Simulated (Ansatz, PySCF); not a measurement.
Pair of molecules: H2 (SMILES [H][H]) (first 2 atoms) with CH4S (SMILES CS); geometry from B3LYP-D3(BJ)/def2-TZVP, rigid monomers moved along the line of their centres of mass till H1···S4 is 4.23 Å.
(charge 0, multiplicity 1):
```xyz
8

H      0.0296    -0.3295     0.1544
H      0.3783    -0.1610    -0.4832
C      0.7452     0.8946     4.2750
S     -0.8924     0.0953     4.2586
H      0.7506     1.7689     4.9224
H      1.4381     0.1567     4.6758
H      1.0627     1.1648     3.2699
H     -1.5809     1.1373     3.7649
```

Interaction energies are E(AB) − E(A) − E(B) at the monomers' geometry in the complex; basis-set methods are counterpoise corrected.

Frozen-core correlation. CBS(a, b) extrapolates the correlation energy as X⁻³ and adds the Hartree–Fock energy of set b.

Codes used: Ansatz (Gaussian basis) for Hartree–Fock, density functionals and correlated methods; PySCF for the dispersion terms. Each number belongs to the level named beside it.

PBE/def2-TZVPPD gives -0.24 kcal/mol for the interaction energy.

### Question
Where do these levels fall relative to PBE: PBE-D3(BJ)/def2-TZVPPD, r2SCAN/def2-TZVPPD, PBE0/def2-TZVPPD, wB97M-V/def2-TZVPPD, MP2/CBS(aug-cc-pV(D+d)Z, aug-cc-pV(T+d)Z), CCSD(T)/CBS(aug-cc-pV(D+d)Z, aug-cc-pV(T+d)Z).

### Answer
PBE-D3(BJ)/def2-TZVPPD -0.14; r2SCAN/def2-TZVPPD 0.12; PBE0/def2-TZVPPD 0.04; wB97M-V/def2-TZVPPD -0.02; MP2/CBS(aug-cc-pV(D+d)Z, aug-cc-pV(T+d)Z) -0.03; CCSD(T)/CBS(aug-cc-pV(D+d)Z, aug-cc-pV(T+d)Z) -0.03 kcal/mol. 2 of 6 lie above PBE; the widest gap is to PBE-D3(BJ)/def2-TZVPPD.

Ansatz is a program for electronic structure.
